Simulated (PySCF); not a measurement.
## NMR data sheet: H3SiCF3

```
Formula                               : CH3F3Si
SMILES                                : FC(F)(F)[SiH3]
InChI                                 : InChI=1S/CH3F3Si/c2-1(3,4)5/h5H3
Point group of the computed structure : C3
Degrees of unsaturation               : 0
Carbon signals                        : 1
Proton signals                        : 1
```

Atom-mapped SMILES (the numbers label the heavy atoms): `[F:1][C:2]([F:3])([F:4])[SiH3:5]`. Each H is labelled by its parent atom.

Level of theory: NMR shieldings at B97-2/pcSseg-2/GIAO, coordinates at the PBE0-D3(BJ)/def2-TZVP level, in PySCF (fast rotation and ring inversion assumed for equivalent nuclei, single conformer, no solvent, no relativistic terms).

δ = σ(ref) − σ, references computed at the same level: TMS for 1H (σ = 31.64 ppm), 13C (σ = 185.38 ppm), 29Si (σ = 348.46 ppm); 19F (σ = 175.98 ppm) vs CFCl3.

| carbon | δC, type | δH (multiplicity) | HMBC from (2–3 bonds) | span of the C tensor (ppm) |
| --- | --- | --- | --- | --- |
| C2 | 140.1, C | – | H(Si5) | 4 |

Other nuclei:
| atoms | nucleus | environment | δ (ppm) | σ (ppm) |
| --- | --- | --- | --- | --- |
| H(Si5) | 1H | hydrogen on a silicon bonded to C | 4.18 | 27.45 |
| F1/F3/F4 | 19F | fluorine of a CF3 group | -66.9 | 242.9 |
| Si5 | 29Si | silicon bonded to C, 3 H | -69.1 | 417.5 |

1. δC 140.1: CF3 carbon; 3 electronegative neighbours deshield it.
2. δH 4.18: hydrogen on a silicon bonded to C.

Splittings by 19F in the carbon and heteronuclear signals aren't shown, as no couplings were computed. Shifts are as computed. Against solution values, carbons near 30 ppm lie about +3 ppm off and those near 130 ppm about +7 ppm. Of 1211 compounds with measured shifts, 218 miss one by over three times the rms of a fit or turn the order of signals round; such compounds aren't used in these exercises. Unscaled 19F shifts against computed CFCl3 carry errors that often reach 10 to 50 ppm.
